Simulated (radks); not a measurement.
Ionisation of neutral boron, [He] 2s2 2p1, to [He] 2s2 as the strength of local exchange is varied. All-electron calculation, scalar-relativistic Kohn-Sham, Slater X-alpha exchange (alpha = 2/3 is LDA exchange), no correlation, spin-polarised, spherical densities, point nucleus; open shells are filled with parallel spins first. Program: a radial shooting solver on a logarithmic mesh with Libxc functionals.

alpha  E(B) (hartree)  exchange (hartree)  IE (eV)  -e of the level emptied (eV)  <r> of it (bohr)
0.571       -23.61053            -2.72837    6.688                    2.547 (2p)             2.460
0.656       -24.01930            -3.17479    7.453                    3.183 (2p)             2.328
0.667       -24.07258            -3.23330    7.555                    3.269 (2p)             2.313
0.693       -24.19887            -3.37228    7.799                    3.477 (2p)             2.278
0.797       -24.70883            -3.93760    8.809                    4.357 (2p)             2.151
0.862       -25.03147            -4.29856    9.469                    4.946 (2p)             2.082
0.888       -25.16137            -4.44459    9.739                    5.189 (2p)             2.056
0.988       -25.66544            -5.01499   10.810                    6.168 (2p)             1.964

NIST Atomic Spectra Database: 8.298 eV (measured). The Delta-SCF value meets it near alpha = 0.74. Open shells are spherical and high-spin; term and fine-structure splittings are not resolved.
